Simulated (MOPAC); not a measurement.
Input for MOPAC: PM7 on GeH4S (SMILES [SH][GeH3]), a point of a torsion scan.

```
PM7 1SCF PRECISE CHARGE=0 THREADS=1
GeH4S

S      1.50145708 1    -0.82514085 1    -0.10110205 1
Ge    -0.54198653 1    -0.01706981 1     0.00542880 1
H      2.08948157 1     0.35390759 1     0.03982923 1
H     -1.28534272 1    -0.33011175 1    -1.25755084 1
H     -0.47655973 1     1.46862535 1     0.18656587 1
H     -1.27597359 1    -0.62554221 1     1.16159184 1
```

Program output:

```
*******************************************************************************
 **                                                                           **
 **                              MOPAC v23.2.5                                **
 **                                                                           **
 *******************************************************************************
 ** MOPAC's Digital Object Identifier: https://doi.org/10.5281/zenodo.6511958 **
 **                                                                           **
 ** Please cite the open-source release paper for use of this MOPAC version:  **
 ** J. E. Moussa and J. J. P. Stewart (2026)                                  **
 ** MOPAC: An open-source semiempirical molecular orbital program             **
 ** J. Open Source Softw., 11(119), 8025, https://doi.org/10.21105/joss.08025 **
 *******************************************************************************

                              PM7 CALCULATION RESULTS

 *******************************************************************************
 *  PM7        - The PM7 Hamiltonian to be used
 *
 *
 *
 *                 CHARGE ON SYSTEM = 0
 *
 *
 *
 *  PRECISE    - TIGHTER CRITERIA TO BE USED
 *  1SCF       - DO 1 SCF AND THEN STOP
 *  THREADS=1  - MULTI-THREADING NOT USED
 *  T=         - A TIME OF 172800.0 SECONDS REQUESTED
 *  DUMP=N     - RESTART FILE WRITTEN EVERY 7200.0 SECONDS REQUESTED
 *******************************************************************************
PM7 1SCF PRECISE CHARGE=0 THREADS=1
 GeH4S

   ATOM   CHEMICAL          X               Y               Z
  NUMBER   SYMBOL      (ANGSTROMS)     (ANGSTROMS)     (ANGSTROMS)

     1       S          1.50145708  *  -0.82514085  *  -0.10110205  *
     2      Ge         -0.54198653  *  -0.01706981  *   0.00542880  *
     3       H          2.08948157  *   0.35390759  *   0.03982923  *
     4       H         -1.28534272  *  -0.33011175  *  -1.25755084  *
     5       H         -0.47655973  *   1.46862535  *   0.18656587  *
     6       H         -1.27597359  *  -0.62554221  *   1.16159184  *



          CARTESIAN COORDINATES

    NO.       ATOM           X           Y           Z

     1         S          1.5015     -0.8251     -0.1011
     2        Ge         -0.5420     -0.0171      0.0054
     3         H          2.0895      0.3539      0.0398
     4         H         -1.2853     -0.3301     -1.2576
     5         H         -0.4766      1.4686      0.1866
     6         H         -1.2760     -0.6255      1.1616

 General Reference for PM7:
 "Optimization of Parameters for Semiempirical Methods VI: More Modifications to the
 NDDO Approximations and Re-optimization of Parameters", J. J. P. Stewart, J. Mol. Mod., 1:32, 19 (2013)
 https://link.springer.com/article/10.1007/s00894-012-1667-x

           Empirical Formula: H4 S Ge  =     6 atoms



      MOLECULAR POINT GROUP   :   Cs


      RHF CALCULATION, NO. OF DOUBLY OCCUPIED LEVELS = 7


 -------------------------------------------------------------------------------
 PM7 1SCF PRECISE CHARGE=0 THREADS=1
 GeH4S



     1SCF WAS SPECIFIED, SO BFGS WAS NOT USED
     SCF FIELD WAS ACHIEVED


                              PM7 CALCULATION
                                                       MOPAC v23.2.5 Linux




          FINAL HEAT OF FORMATION =         14.94150 KCAL/MOL =      62.51523 KJ/MOL


          COSMO AREA              =        103.42 SQUARE ANGSTROMS
          COSMO VOLUME            =         91.47 CUBIC ANGSTROMS

          IONIZATION POTENTIAL    =          9.316543 EV
          HOMO LUMO ENERGIES (EV) =         -9.317 -1.608
          NO. OF FILLED LEVELS    =          7
          MOLECULAR WEIGHT        =        108.6816         POINT GROUP:  Cs

          MOLECULAR DIMENSIONS (Angstroms)

            Atom       Atom       Distance
            H     6    H     3     3.68021
            H     5    S     1     2.75730
            H     6    H     4     2.26843


          SCF CALCULATIONS        =          1





   ATOM   CHEMICAL          X               Y               Z
  NUMBER   SYMBOL      (ANGSTROMS)     (ANGSTROMS)     (ANGSTROMS)

     1       S          1.50145708  *  -0.82514085  *  -0.10110205  *
     2      Ge         -0.54198653  *  -0.01706981  *   0.00542880  *
     3       H          2.08948157  *   0.35390759  *   0.03982923  *
     4       H         -1.28534272  *  -0.33011175  *  -1.25755084  *
     5       H         -0.47655973  *   1.46862535  *   0.18656587  *
     6       H         -1.27597359  *  -0.62554221  *   1.16159184  *

                             CARTESIAN COORDINATES

   1    S        1.501457080    -0.825140850    -0.101102050
   2   Ge       -0.541986530    -0.017069810     0.005428800
   3    H        2.089481570     0.353907590     0.039829230
   4    H       -1.285342720    -0.330111750    -1.257550840
   5    H       -0.476559730     1.468625350     0.186565870
   6    H       -1.275973590    -0.625542210     1.161591840


           Empirical Formula: H4 S Ge  =     6 atoms



      MOLECULAR POINT GROUP   :   Cs


                  EIGENVALUES
 -26.56342 -18.08538 -13.74030 -12.54805 -11.97578 -10.52036  -9.31654  -1.60816
  -0.66719  -0.16368   0.01735   0.04145   0.09142   0.93725   1.03303   3.19887
   4.13176


              NET ATOMIC CHARGES AND DIPOLE CONTRIBUTIONS

  ATOM NO.   TYPE          CHARGE      No. of ELECS.   s-Pop       p-Pop       d-Pop
    1          S          -0.333355        6.3334     1.89983     4.33264     0.10088
    2         Ge          -0.102785        4.1028     0.98944     3.11335
    3          H           0.182655        0.8173     0.81735
    4          H           0.089709        0.9103     0.91029
    5          H           0.074051        0.9259     0.92595
    6          H           0.089725        0.9103     0.91028
 DIPOLE           X         Y         Z       TOTAL
 POINT-CHG.    -1.577     1.751     0.219     2.366
 HYBRID         0.059     0.229     0.028     0.238
 SUM           -1.517     1.980     0.247     2.506


          ATOMIC ORBITAL ELECTRON POPULATIONS

     Atom    s        px        py        pz      x^2-y^2     xz        z^2       yz        xy
    1  S   1.89983   1.13250   1.22689   1.97325   0.02720   0.00198   0.02347   0.00606   0.04217
    2 Ge   0.98944   0.92871   1.06628   1.11835
    3  H   0.81735
    4  H   0.91029
    5  H   0.92595
    6  H   0.91028

 **********************
 *                    *
 * JOB ENDED NORMALLY *
 *                    *
 **********************




 == MOPAC DONE ==
```

The run finished.

Cost: about 0.020 core-seconds (a rough figure).
